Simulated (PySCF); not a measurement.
Match the calculated data to a structure.

All candidates are C4H12O2Si.

* Polarisability: 81.6 au [wB97X-D/def2-SVPD]
* Triplet: lowest triplet excitation (Tamm–Dancoff): 7.33 eV [TDA wB97X-D/def2-SVPD]
* NMR, other nuclei: isotropic shieldings of nuclei other than C and H, by class: 283 (1 O), 318 (1 O), 384 (1 Si) ppm [GIAO PBE0/pcSseg-1]
* 1H NMR: chemical shifts (computed TMS as zero) by class: 4.73 (2 H), 3.96 (2 H), 3.82 (3 H), 1.51 (2 H), 1.05 (3 H) ppm [GIAO PBE0/pcSseg-1]
* 13C NMR: chemical shifts (computed TMS as zero) by class: 69.1 (1 C), 50.3 (1 C), 29.9 (1 C), 13.1 (1 C) ppm [GIAO PBE0/pcSseg-1]
* UV, first state: lowest singlet excitation: 7.53 eV (165 nm, f = 0.003) [TDDFT wB97X-D/def2-SVPD]
* Dipole: 1.09 D [wB97X-D/def2-SVPD]
* Rotational structure: rotational constants A, B, C: 6.838, 0.860, 0.808 GHz [GFN2-xTB]

Gas-phase values; electronic properties from PySCF, density fitting. Levels stand in brackets. Isolated species at its GFN2-xTB geometry (one conformer only). NMR values are class means; diastereotopic atoms form classes of their own.

Problem. Which candidate is it?
A. `CCCO[SiH2]OC`
B. `CC[C@H](CO)O[SiH3]`
C. `CCO[SiH2]OCC`
D. `C[SiH2]O[C@@H](C)CO`

Solution. A. It is `CCCO[SiH2]OC`. Numbering: `[CH3:1][CH2:2][CH2:3][O:4][SiH2:5][O:6][CH3:7]`. Its formula, C4H12O2Si, gives 0 degrees of unsaturation, so no ring and no π bond. 4 carbons fall into 4 classes; from least to most shielded: sp3 carbon bound to oxygen [C3] (69.1 ppm), methoxy carbon [C7] (50.3 ppm), chain CH2 carbon [C2] (29.9 ppm), methyl carbon [C1] (13.1 ppm). Hydrogen classes from least to most shielded: 2 H on an oxygen-bound silicon, Si5 (4.73 ppm), 2 H on an sp3 carbon bound to oxygen, C3 (3.96 ppm, a mean of values up to 1.0 ppm apart in this geometry), 3 H on a methoxy carbon, C7 (3.82 ppm), 2 H on a chain CH2 carbon, C2 (1.51 ppm), 3 H on a methyl carbon, C1 (1.05 ppm, a mean of values up to 0.9 ppm apart in this geometry). The other shieldings belong to: 283 ppm, silyl ether oxygen [O4]; 318 ppm, silyl ether oxygen [O6]; 384 ppm, oxygen-bound silicon [Si5]. The optimised geometry has point group C1 and is an asymmetric top.

The others, at the same levels:
- `CC[C@H](CO)O[SiH3]` fails: its computed 13C shifts are 81.5 (1 C), 70.7 (1 C), 31.8 (1 C), 13.0 (1 C) ppm, 1H shifts are 4.90 (3 H), 4.19 (1 H), 3.59 (1 H), 3.33 (1 H), 1.89 (1 H), 1.33 (1 H), 0.93 (3 H), 0.05 (1 H) ppm and rotational constant A is 3.543 GHz (against 6.838 GHz).
- `CCO[SiH2]OCC` fails: it has 2 carbon classes against 4; its computed 13C shifts are 60.8 (2 C), 20.6 (2 C) ppm, 1H shifts are 4.81 (2 H), 3.99 (4 H), 1.32 (6 H) ppm and rotational constant A is 4.800 GHz (against 6.838 GHz).
- `C[SiH2]O[C@@H](C)CO` fails: its computed 13C shifts are 76.2 (1 C), 73.1 (1 C), 21.4 (1 C), -0.2 (1 C) ppm, 1H shifts are 5.18 (1 H), 4.97 (1 H), 3.93 (1 H), 3.76 (1 H), 3.67 (1 H), 1.16 (3 H), 0.24 (1 H), 0.04 (3 H) ppm and rotational constant A is 3.102 GHz (against 6.838 GHz).

Each candidate is one conformer, not necessarily the lowest. The conformers computed, where there is a choice (atom-mapped SMILES and torsion angles):
- `[CH3:1][CH2:2][CH2:3][O:4][SiH2:5][O:6][CH3:7]`: C1–C2–C3–O4 66°, C2–C3–O4–Si5 -142°, C3–O4–Si5–O6 -67°, O4–Si5–O6–C7 -173°
- `[CH3:1][CH2:2][C@H:3]([CH2:4][OH:5])[O:6][SiH3:7]`: C1–C2–C3–C4 -76°, C2–C3–C4–O5 -179°, C2–C3–O6–Si7 161°, H–O5–C4–C3 -60°
- `[CH3:1][CH2:2][O:3][SiH2:4][O:5][CH2:6][CH3:7]`: C1–C2–O3–Si4 -157°, C2–O3–Si4–O5 175°, O3–Si4–O5–C6 58°, Si4–O5–C6–C7 179°
- `[CH3:1][SiH2:2][O:3][C@@H:4]([CH3:5])[CH2:6][OH:7]`: C1–Si2–O3–C4 -175°, Si2–O3–C4–C5 -158°, O3–C4–C6–O7 59°, H–O7–C6–C4 59°
